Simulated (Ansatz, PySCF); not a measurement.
Reaction R1 + R2 → P1 + P2, each structure at its B3LYP-D3(BJ)/def2-TZVP stationary point, reached from a drawn start (curvature not checked).
R1: H atom, charge 0, multiplicity 2.
P1, O2 (SMILES O=O) (charge 0, multiplicity 3):
```xyz
2

O      0.00000     0.00000     0.60215
O      0.00000     0.00000    -0.60215
```
R2, O3 (SMILES O=[O+][O-]) (charge 0, multiplicity 1):
```xyz
3

O      0.0000     1.0761    -0.2143
O      0.0000     0.0000     0.4286
O      0.0000    -1.0761    -0.2143
```
P2, OH (SMILES [OH]) (charge 0, multiplicity 2):
```csv
atom,x (Å),y (Å),z (Å)
O,0.0000,0.0000,0.4884
H,0.0000,0.0000,-0.4884
```

```json
[
 {"level": "HF/aug-cc-pVDZ", "reaction energy (eV)": "-6.811", "minus CCSD(T)/CBS(aug-cc-pVTZ, aug-cc-pVQZ)": "-3.219"},
 {"level": "HF/aug-cc-pVTZ", "reaction energy (eV)": "-6.768", "minus CCSD(T)/CBS(aug-cc-pVTZ, aug-cc-pVQZ)": "-3.176"},
 {"level": "HF/aug-cc-pVQZ", "reaction energy (eV)": "-6.767", "minus CCSD(T)/CBS(aug-cc-pVTZ, aug-cc-pVQZ)": "-3.175"},
 {"level": "SVWN5/def2-TZVPPD", "reaction energy (eV)": "-2.468", "minus CCSD(T)/CBS(aug-cc-pVTZ, aug-cc-pVQZ)": "1.124"},
 {"level": "PBE/def2-TZVPPD", "reaction energy (eV)": "-3.000", "minus CCSD(T)/CBS(aug-cc-pVTZ, aug-cc-pVQZ)": "0.592"},
 {"level": "BLYP/def2-TZVPPD", "reaction energy (eV)": "-3.303", "minus CCSD(T)/CBS(aug-cc-pVTZ, aug-cc-pVQZ)": "0.289"},
 {"level": "revPBE/def2-TZVPPD", "reaction energy (eV)": "-3.215", "minus CCSD(T)/CBS(aug-cc-pVTZ, aug-cc-pVQZ)": "0.378"},
 {"level": "r2SCAN/def2-TZVPPD", "reaction energy (eV)": "-3.748", "minus CCSD(T)/CBS(aug-cc-pVTZ, aug-cc-pVQZ)": "-0.155"},
 {"level": "B97M-V/def2-TZVPPD", "reaction energy (eV)": "-3.658", "minus CCSD(T)/CBS(aug-cc-pVTZ, aug-cc-pVQZ)": "-0.066"},
 {"level": "B3LYP/def2-TZVPPD", "reaction energy (eV)": "-3.968", "minus CCSD(T)/CBS(aug-cc-pVTZ, aug-cc-pVQZ)": "-0.376"},
 {"level": "PBE0/def2-TZVPPD", "reaction energy (eV)": "-3.918", "minus CCSD(T)/CBS(aug-cc-pVTZ, aug-cc-pVQZ)": "-0.326"},
 {"level": "BHLYP/def2-TZVPPD", "reaction energy (eV)": "-5.026", "minus CCSD(T)/CBS(aug-cc-pVTZ, aug-cc-pVQZ)": "-1.434"},
 {"level": "M06-2X/def2-TZVPPD", "reaction energy (eV)": "-4.233", "minus CCSD(T)/CBS(aug-cc-pVTZ, aug-cc-pVQZ)": "-0.641"},
 {"level": "CAM-B3LYP/def2-TZVPPD", "reaction energy (eV)": "-4.141", "minus CCSD(T)/CBS(aug-cc-pVTZ, aug-cc-pVQZ)": "-0.548"},
 {"level": "wB97X-V/def2-TZVPPD", "reaction energy (eV)": "-4.025", "minus CCSD(T)/CBS(aug-cc-pVTZ, aug-cc-pVQZ)": "-0.433"},
 {"level": "wB97M-V/def2-TZVPPD", "reaction energy (eV)": "-3.986", "minus CCSD(T)/CBS(aug-cc-pVTZ, aug-cc-pVQZ)": "-0.394"},
 {"level": "B2PLYP/def2-TZVPPD", "reaction energy (eV)": "-3.661", "minus CCSD(T)/CBS(aug-cc-pVTZ, aug-cc-pVQZ)": "-0.069"},
 {"level": "MP2/aug-cc-pVDZ", "reaction energy (eV)": "-3.115", "minus CCSD(T)/CBS(aug-cc-pVTZ, aug-cc-pVQZ)": "0.478"},
 {"level": "MP2/aug-cc-pVTZ", "reaction energy (eV)": "-2.975", "minus CCSD(T)/CBS(aug-cc-pVTZ, aug-cc-pVQZ)": "0.617"},
 {"level": "MP2/aug-cc-pVQZ", "reaction energy (eV)": "-2.928", "minus CCSD(T)/CBS(aug-cc-pVTZ, aug-cc-pVQZ)": "0.665"},
 {"level": "MP2/CBS(aug-cc-pVTZ, aug-cc-pVQZ)", "reaction energy (eV)": "-2.894", "minus CCSD(T)/CBS(aug-cc-pVTZ, aug-cc-pVQZ)": "0.698"},
 {"level": "SCS-MP2/aug-cc-pVDZ", "reaction energy (eV)": "-3.179", "minus CCSD(T)/CBS(aug-cc-pVTZ, aug-cc-pVQZ)": "0.413"},
 {"level": "SCS-MP2/aug-cc-pVTZ", "reaction energy (eV)": "-3.030", "minus CCSD(T)/CBS(aug-cc-pVTZ, aug-cc-pVQZ)": "0.563"},
 {"level": "SCS-MP2/aug-cc-pVQZ", "reaction energy (eV)": "-2.977", "minus CCSD(T)/CBS(aug-cc-pVTZ, aug-cc-pVQZ)": "0.616"},
 {"level": "CCSD/aug-cc-pVDZ", "reaction energy (eV)": "-4.304", "minus CCSD(T)/CBS(aug-cc-pVTZ, aug-cc-pVQZ)": "-0.712"},
 {"level": "CCSD/aug-cc-pVTZ", "reaction energy (eV)": "-4.264", "minus CCSD(T)/CBS(aug-cc-pVTZ, aug-cc-pVQZ)": "-0.671"},
 {"level": "CCSD/aug-cc-pVQZ", "reaction energy (eV)": "-4.245", "minus CCSD(T)/CBS(aug-cc-pVTZ, aug-cc-pVQZ)": "-0.652"},
 {"level": "CCSD(T)/aug-cc-pVDZ", "reaction energy (eV)": "-3.752", "minus CCSD(T)/CBS(aug-cc-pVTZ, aug-cc-pVQZ)": "-0.160"},
 {"level": "CCSD(T)/aug-cc-pVTZ", "reaction energy (eV)": "-3.646", "minus CCSD(T)/CBS(aug-cc-pVTZ, aug-cc-pVQZ)": "-0.054"},
 {"level": "CCSD(T)/aug-cc-pVQZ", "reaction energy (eV)": "-3.614", "minus CCSD(T)/CBS(aug-cc-pVTZ, aug-cc-pVQZ)": "-0.022"},
 {"level": "CCSD(T)/CBS(aug-cc-pVTZ, aug-cc-pVQZ)", "reaction energy (eV)": "-3.592", "minus CCSD(T)/CBS(aug-cc-pVTZ, aug-cc-pVQZ)": "0.000"}
]
```

 The comparison column counts from a level with limits of its own.

P less R. No zero-point or thermal terms; singlets are restricted closed shells; open shells are unrestricted; no spin–orbit coupling.

Correlated levels freeze the cores. CBS: X⁻³ extrapolation of the correlation energy, Hartree–Fock from the larger set.

Run with Ansatz (Gaussian basis) for Hartree–Fock, density functionals and correlated methods; PySCF for M06-2X. All values are computed, each at the level named.

Ansatz is a program for electronic structure.
